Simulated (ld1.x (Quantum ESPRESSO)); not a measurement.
**What one change does to a pseudopotential (zinc (Zn), RRKJ)**

| Item | Value |
| --- | --- |
| Element | Zn (Z = 30) |
| Generator | ld1.x (Quantum ESPRESSO) 7.5 |
| Type | norm-conserving RRKJ (Kleinman–Bylander form) |
| Functional | LDA (PZ) |
| Relativity | non-relativistic |
| Frozen core | [Ar] |
| Valence charge | 12 |
| Reference configuration | 3d10 4s0.5 4p0 (charge +1.5) |
| Partial waves | 4s (bound): rc 1.65 bohr; 3d (bound): rc 0.85 bohr; 4p (bound, empty): rc 1.75 bohr |
| Local potential | the p channel |
| Core correction | none |
| rho0 | 0.005 |

All-electron outer shells of the reference configuration (LDA (PZ), non-relativistic, ld1.x):

```
shell  level (eV)  outermost node (bohr)  outermost maximum (bohr)
   3p      -97.30                   0.25                      0.60
   3d      -25.80                      –                      0.56
   4s      -18.39                   0.86                      1.96
   4p      -11.75                   0.92                      2.40
```

Change: wave 4s (bound): rc 1.65 bohr becomes 4s (bound): rc 2.20 bohr.

Cutoffs: the cutoffs (Ry, on a coarse ladder) from which the occupation-weighted sum of valence levels, in a spherical-Bessel basis at the reference potential, stays within 10 and 1 mRy of its value at 400 Ry; they do not see the model core or the augmentation charge, which bear on the density cutoff. Errors are all-electron minus pseudo energies relative to the spin-unpolarised reference configuration.

Problem. How do hardness, ghosts and transferability respond?

Solution. The bound ghost in s disappears; of the 9 tests that both files solve, the error grows in 0 and shrinks in 5 by more than 15 % and 0.3 meV (median size 2.4 → 1.8 meV). That the errors move this way runs against the usual rule that smaller radii transfer better.

| quantity | base | changed |
| --- | --- | --- |
| cutoff, loose | 230 Ry | 230 Ry |
| cutoff, tight | over 300 Ry | over 300 Ry |
| loose cutoff by channel (10 mRy a level) | s 30 Ry, d 200 Ry | s 21 Ry, d 200 Ry |
| bound ghosts | s | none |
| error for 3d10 4s2 4p0, meV [ΔE -18.07 eV] | -4.7 | -2.9 |
| error for 3d10 4s1 4p0, meV [ΔE -8.10 eV] | -0.3 | 0.0 |
| error for 3d10 4s0 4p0, meV [ΔE 10.29 eV] | +0.6 | +0.8 |
| error for 3d10 4s0 4p2, meV [ΔE -7.78 eV] | +0.9 | -0.1 |
| error for 3d9 4s2 4p1, meV [ΔE -5.25 eV] | -677 | -626 |
| error for 3d10 4s1.5 4p0, meV [ΔE -14.08 eV] | -1.8 | -1.0 |
| error for 3d8 4s0 4p0, meV [ΔE 114.02 eV] | -2664 | -2707 |
| error for 3d10 4s0.5 4p0 (spin-polarised), meV [ΔE -0.08 eV] | +2.4 | +1.8 |
| error for 3d10 4s1 4p0 (spin-polarised), meV [ΔE -8.35 eV] | +6.6 | +5.1 |

 A true bound ghost makes a file unfit for plane-wave use even where its test errors are small: the radial tests pick states by their node count and pass the ghost by.
